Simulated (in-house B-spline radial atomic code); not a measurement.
**RPA and G0W0 on wB97X: Al⁺**

Configuration [Ne] 3s2, mean-field start wB97X. Computed with a B-spline radial code for spherical atoms: all electrons, non-relativistic, point nucleus, each spin shell either full or empty, empty states to l = 9 with an (l + 1/2)⁻⁴ tail; G0W0 by contour deformation at full frequency.

Command:
```bash
python run_gw.py task.json out
```
Settings (radii: box in bohr, nucleus in fm):
```
Z                        13
electrons                12
configuration            [Ne] 3s2
hamiltonian              nr
method                   wb97x
lmax                     9
spin_polarised           False
box_radius               23.78
intervals                50
ion_configuration        [Ne] 3s1
```

Time taken, with all properties: 3.5 s on 1 thread of Arm Neoverse N1 (shared host).

Energies (hartree):

| term | value |
| --- | --- |
| mean-field total | -242.14089 |
| Hartree-Fock functional on these orbitals | -241.66821 |
| direct second order | -0.75073 |
| second-order exchange | 0.26864 |
| SOSEX correction | 0.24406 |

**Question.** What is the RPA correlation energy, and what remains with SOSEX?

**Answer.** RPA gives -0.66164 hartree (-1.5 eV per electron); RPA + SOSEX gives -0.41758, and the second-order doubles -0.48209 hartree (no singles). RPA lacks exchange-type terms and so overcorrelates at short range.

Quasi-particle levels (eV):

```
level  occupied  mean field  Σx - vxc     Σc  QP weight    G0W0
   3s       yes     -18.010      0.32      ?          ?       ?
   2p       yes      -84.77    -10.99   4.09      0.850  -91.67
   3p        no      -6.120      1.03  -0.96      0.957  -6.048
```

G0W0 = mean field + (Σx - vxc) + Σc, with Σc (partial-wave tail included) taken at the quasi-particle energy. Levels of low weight are left out.

**Question.** Where does G0W0 put 3s?

**Answer.** At -18.916 eV, with Σc = -1.22 eV and a quasi-particle weight of 0.954. The tabulated removal energy is 18.829 eV (NIST, measured); the calculation leaves out relativity, Breit and QED terms, and what these don't explain is the method's own error.

**Question.** What does it cost to remove one electron (to [Ne] 3s1) by differences of total energies, each species on its own start (correlation terms add to the Hartree-Fock functional)?

**Answer.** wB97X 18.651 eV, Hartree-Fock functional 17.468 eV, + RPA 18.733 eV, + RPA + SOSEX 18.408 eV, + second order 18.697 eV. Tabulated: 18.829 eV (NIST, measured); the calculation leaves out relativity, Breit and QED terms, and what these don't explain is the method's own error.
